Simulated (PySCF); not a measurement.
C2H4BNO2. Atoms are numbered in the order given.

```xyz
10

N     -0.3162     2.5761     0.0000
C      0.3231     1.6081     0.0000
C      1.0053     0.3235     0.0000
B     -0.0331    -0.8987     0.0000
O     -1.3789    -0.7253     0.0000
O      0.4954    -2.1469     0.0000
H      1.6611     0.2413    -0.8832
H      1.6611     0.2413     0.8832
H     -1.6606     0.2007     0.0000
H     -0.1849    -2.8343     0.0000
```

Geometry optimised at B3LYP-D3(BJ)/def2-SVP. Other conformers were not sampled.

These are PySCF with B3LYP-D3(BJ)/def2-SVP values and carry that method's errors.

Frequencies are harmonic and unscaled.

Give all harmonic wavenumbers and intensities. (An estimate is asked for; the answer gives what the named calculation found.)


| mode | ν (cm⁻¹) | IR (km/mol) | moving atoms (share of kinetic energy) |
|---|---|---|---|
| 1 | 62 | 8.4 | O 38 %, C 21 %, H 21 %, N 19 % |
| 2 | 127 | 10.4 | N 48 %, O 33 %, C 11 % |
| 3 | 344 | 4.0 | O 51 %, C 16 %, N 12 %, B 11 %, H 10 % |
| 4 | 356 | 0.3 | H 39 %, C 39 %, N 17 % |
| 5 | 430 | 16.3 | O 42 %, C 37 %, H 15 % |
| 6 | 450 | 4.4 | B 37 %, H 36 %, C 19 % |
| 7 | 564 | 208.7 | H 89 %, O 9 % |
| 8 | 565 | 13.6 | C 47 %, O 22 %, H 12 %, B 11 % |
| 9 | 622 | 9.9 | H 81 %, O 11 % |
| 10 | 771 | 15.4 | C 43 %, O 28 %, H 25 % |
| 11 | 850 | 35.3 | B 33 %, C 33 %, H 31 % |
| 12 | 972 | 3.5 | C 49 %, H 28 %, N 21 % |
| 13 | 1022 | 134.1 | H 59 %, O 38 % |
| 14 | 1039 | 109.4 | H 84 %, O 13 % |
| 15 | 1159 | 2.3 | H 86 %, C 11 % |
| 16 | 1195 | 1.8 | H 56 %, C 35 % |
| 17 | 1367 | 329.2 | B 57 %, H 17 %, O 17 %, C 9 % |
| 18 | 1407 | 3.0 | H 85 %, C 11 % |
| 19 | 1495 | 334.0 | B 72 %, O 22 % |
| 20 | 2369 | 26.0 | C 62 %, N 38 % |
| 21 | 3053 | 2.3 | H 94 % |
| 22 | 3100 | 0.2 | H 91 %, C 9 % |
| 23 | 3809 | 104.8 | H 94 % |
| 24 | 3833 | 81.0 | H 94 % |
